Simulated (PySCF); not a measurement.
Input of a run on `Cl[B-](Cl)(Cl)Cl`: the job's settings, then the atoms in Å.
```
{"job": {"kind": "nmr", "xc": "wB97X-D", "basis": "pcSseg-2", "pop": false, "solvent": "chloroform"}, "charge": -1, "multiplicity": 1}
Cl    -1.526311    -0.581024    -1.027914
B     -0.069139    -0.073111     0.011318
Cl     1.424962     0.137339    -1.077104
Cl    -0.446277     1.536553     0.864524
Cl     0.270448    -1.385536     1.285340
```

Method: GIAO wB97X-D/pcSseg-2 NMR shielding, non-relativistic, IEF-PCM chloroform (PySCF, density fitting); geometry PBE0-D3(BJ)/def2-TZVP, gas phase, not relaxed in the solvent; ε = 4.711, cavity from Bondi-type radii × 1.2.

Task: Give the output.

Result: 
```
coarse grid: 7584 points
cycle   1  E = -1865.9478135451  dE =  2.539e-01  |g| = 4.826e-01  |ddm| = 1.614e+00
cycle   2  E = -1865.9715120449  dE = -2.370e-02  |g| = 4.745e-01  |ddm| = 7.224e-01
cycle   3  E = -1866.0189920564  dE = -4.748e-02  |g| = 5.094e-02  |ddm| = 2.995e-01
cycle   4  E = -1866.0196023334  dE = -6.103e-04  |g| = 2.206e-02  |ddm| = 6.496e-02
cycle   5  E = -1866.0197195922  dE = -1.173e-04  |g| = 3.948e-03  |ddm| = 2.144e-02
cycle   6  E = -1866.0197279711  dE = -8.379e-06  |g| = 4.205e-04  |ddm| = 1.026e-02
final grid: 58192 points
cycle   7  E = -1866.0563075869  dE = -1.881e-04  |g| = 4.746e-03  |ddm| = 3.072e-02
cycle   8  E = -1866.0563105474  dE = -2.960e-06  |g| = 2.538e-03  |ddm| = 6.570e-03
cycle   9  E = -1866.0563117002  dE = -1.153e-06  |g| = 7.443e-04  |ddm| = 2.272e-03
cycle  10  E = -1866.0563117831  dE = -8.295e-08  |g| = 2.178e-04  |ddm| = 4.989e-04
cycle  11  E = -1866.0563117937  dE = -1.055e-08  |g| = 3.215e-05  |ddm| = 1.543e-04
cycle  12  E = -1866.0563117941  dE = -4.666e-10  |g| = 5.015e-06  |ddm| = 4.891e-05
converged SCF energy = -1866.0563117941

GIAO shielding tensors (ppm)
atom      isotropic    diamagn.    paramagn.     s11        s22        s33       span
  0 Cl     771.449    1147.400    -375.951    665.511    665.711    983.123    317.612
  1 B       87.773     182.331     -94.558     87.755     87.767     87.797      0.043
  2 Cl     771.697    1147.570    -375.874    665.890    666.054    983.147    317.257
  3 Cl     771.667    1147.537    -375.871    665.855    665.996    983.149    317.294
  4 Cl     771.596    1147.426    -375.830    665.757    665.928    983.103    317.345
```

The cycles run first on a coarse grid and then on the final one, and are numbered through; the first dE on the final grid is taken against the last density's energy on that grid. Atoms in this output count from 0. Energies include the polarisation term of the continuum.

Task: The same input without solvent ends at -1865.994639 Eh. What does the continuum change?

Result: The energy falls by 0.061673 Eh, 38.70 kcal/mol; the polarisation term alone is -38.84 kcal/mol. HOMO -5.61 → -9.01 eV, LUMO 7.66 → 4.39 eV. The SCF took 12 cycles in the solvent and 12 in the gas phase.

On an Arm Neoverse V2 with one thread (shared host), this took 16 s wall and 0.87 GiB of memory at its peak. This is the whole shielding run at wB97X-D/pcSseg-2 in chloroform, SCF included.

wB97X-D is run here without its empirical dispersion term; that term would change no orbital, density or response property at a fixed geometry.
